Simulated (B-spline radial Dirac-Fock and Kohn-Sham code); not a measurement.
# Relativistic shifts of the levels of Dy⁵⁺

System: Dy⁵⁺, configuration [Kr] 4d10 4f8 5s2 5p5.

Both columns are ΔSCF binding energies of the configuration average from a radial atomic solver: non-relativistic Hartree-Fock with a point nucleus, and Dirac-Fock with a finite nucleus and the Coulomb interaction alone, averaged over the two j levels with weights 2j+1.

```
shell  Hartree-Fock (eV)  Dirac-Fock (eV)  shift (eV)  shift (%)
   1s            50686.0          54103.9    +3417.93      +6.74
   2s             8276.1           9161.4     +885.34     +10.70
   2p             7870.9           8155.5     +284.65      +3.62
   3s             1927.1           2137.5     +210.40     +10.92
   3p             1744.6           1820.0      +75.45      +4.32
   3d             1408.4           1393.6      -14.88      -1.06
   4s              453.1            503.0      +49.90     +11.01
   4d              245.8            241.9       -3.88      -1.58
   4f              85.71            79.86       -5.85      -6.83
   5s              112.2            120.8       +8.57      +7.64
   5p              88.80            90.86       +2.07      +2.33
```

Relativity binds 1s, 2s, 2p, 3s, 3p, 4s, 5s, 5p more strongly, among those listed most of all 4s in relative terms, and 3d, 4d, 4f more weakly, because the contracted s and p shells screen the nucleus better.

Values without a named source are computed, but for edge energies of neutral atoms, which are taken from tables.
